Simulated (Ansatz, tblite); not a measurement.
Breaking a bond: Al2(mu-OMe)2(OH)4, C₂H₁₀Al₂O₆, singlet. The C4–H20 bond (C4 also carries H, H, O; H20 carries nothing else) is pulled apart rigidly from the PBE0/def2-SVP optimised geometry. Each curve is given relative to its own lowest point near equilibrium.

```json
[
 {"R / Å": "0.90", "A": "85.0", "B": "103.1", "C": "97.5"},
 {"R / Å": "0.96", "A": "34.3", "B": "46.0", "C": "42.1"},
 {"R / Å": "1.04", "A": "4.2", "B": "8.3", "C": "6.7"},
 {"R / Å": "1.06", "A": "1.4", "B": "4.0", "C": "2.9"},
 {"R / Å": "1.10", "A": "0.0", "B": "0.0", "C": "0.0"},
 {"R / Å": "1.12", "A": "1.0", "B": "0.0", "C": "0.5"},
 {"R / Å": "1.19", "A": "11.7", "B": "8.2", "C": "10.6"},
 {"R / Å": "1.26", "A": "29.9", "B": "25.8", "C": "29.9"},
 {"R / Å": "1.33", "A": "52.8", "B": "49.1", "C": "55.0"},
 {"R / Å": "1.44", "A": "93.1", "B": "92.3", "C": "100.9"},
 {"R / Å": "1.60", "A": "156.6", "B": "159.5", "C": "172.2"},
 {"R / Å": "1.81", "A": "237.3", "B": "243.8", "C": "261.9"},
 {"R / Å": "2.02", "A": "308.5", "B": "317.5", "C": "340.9"},
 {"R / Å": "2.33", "A": "392.6", "B": "404.8", "C": "412.3"},
 {"R / Å": "2.71", "A": "463.0", "B": "481.5", "C": "446.3"},
 {"R / Å": "3.23", "A": "514.3", "B": "546.6", "C": "460.0"}
]
```

Energies in kJ/mol.

Problem. Which curve belongs to which method? The methods are GFN2-xTB, 300 K electronic temperature run with tblite 0.5.0; restricted PBE/def2-SVP run with Ansatz (a first-principles code); unrestricted B3LYP/def2-SVP in Ansatz.

Solution. A is GFN2-xTB; B is RKS-PBE; C is UKS-B3LYP.

The restricted form behind RKS-PBE keeps the bonding electrons paired and can't separate into open-shell fragments. The unrestricted determinant behind UKS-B3LYP is spin-contaminated at 2.02 to 3.23 Å (<S²> up to 1.0, against 0.00 for a pure singlet).
